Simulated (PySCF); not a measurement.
Computed, not measured: delta-SCF UKS SCAN, pcX-2 on the ionised atom, pcseg-1 elsewhere, spin-free X2C in PySCF 2.14.0. Geometries: GFN2-xTB; isolated species, one conformer each. Kα1 is taken as the energy difference of the 1s-hole and 2p3/2-hole states at the ground state's geometry. Spin–orbit and ligand-field terms were added within each 2p shell after the spin-free SCF.

```csv
site,P 2p3/2 (eV)
phosphorus in `C=CCP=C=O`,136.39
phosphorus in `Cc1occp1`,135.82
phosphorus in `C=C[P-][SiH3]`,129.15
```

What are the P 1s binding energies, and the Kα1 emission energies that follow?

```
                         site                     bonded to  1s (eV)  2p3/2 (eV)  Kα1 = 1s − 2p3/2 (eV)
phosphorus in `C=C[P-][SiH3]`                      C and Si  2142.58      129.15                2013.43
     phosphorus in `Cc1occp1`  2 C (aromatic in the SMILES)  2149.35      135.82                2013.53
    phosphorus in `C=CCP=C=O`         C (double bond) and C  2149.90      136.39                2013.51
```

Ranges: 1s 7.32 eV, 2p3/2 7.24 eV, Kα1 0.10 eV. A straight-line fit of 1s on 2p3/2 has slope 1.01.
